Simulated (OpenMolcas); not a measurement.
Ti2+.

```json
{
  "Program": "OpenMolcas 26.06",
  "Basis": "ANO-RCC-VTZP [6s5p3d2f1g]",
  "Scalar Hamiltonian": "DKH2, point nucleus",
  "Active space": "8 electrons in 8 orbitals (RAS1 3p, at most 2 holes; RAS2 3d)",
  "State averaging": "2S+1 = 3 even, 10 roots; 2S+1 = 1 even, 15 roots",
  "Spin-orbit coupling": "state interaction with AMFI integrals over the reference wave functions, term energies averaged over their components"
}
```

Two sets of levels on these reference wave functions, in cm⁻¹ above 3d² ³F₂: one from RASSCF and one from SS-RASPT2, IPEA 0.25 Eh, imaginary shift 0.1 Eh (closed shells correlated: 3s).

```csv
Level,Set 1,Set 2
3d² ³F₂,0.0,0.0
3d² ³F₃,215,214
3d² ³F₄,492,492
3d² ¹D₂,8620,10510
3d² ³P₀,11010,13040
3d² ³P₁,11080,13120
3d² ³P₂,11230,13270
3d² ¹G₄,14730,18490
3d² ¹S₀,31730,38170
```

Task: Which set is which?

Result: Set 1 is SS-RASPT2. Its levels of the other terms of 3d² lie at 0.80 to 0.85 of the other set's values, as expected, since terms of lower spin or lower L gain more correlation energy than the Hund ground term. Against 8 measured levels (Corliss and Sugar, J. Phys. Chem. Ref. Data 8, 1 (1979)) the mean absolute deviation is 350 cm-1 with it and 2400 cm-1 without; single levels miss by up to 750 cm-1 with it.

Term energies are means over components that CASPT2 splits; among the terms shown or strongly mixed into the levels shown the widest spread is 410 cm-1 (3d² ¹G, SS-RASPT2). Active for correlation alone: 3p; no level in the range computed is led by a configuration that opens it, so any true level of that kind is missing. Without dynamic correlation excited terms often stand tens of per cent too high (terms of higher spin than the ground term too low), and those without a measured partner can miss by more than the paired ones (holds for RASSCF). Measured partners are found by configuration, term and J. A level has none where our copy of the source lacks it or the pairing is in doubt (some pairs that miss far off the trend of their configuration count as doubtful), and it then counts in no deviation. Only configurations of the active space appear.
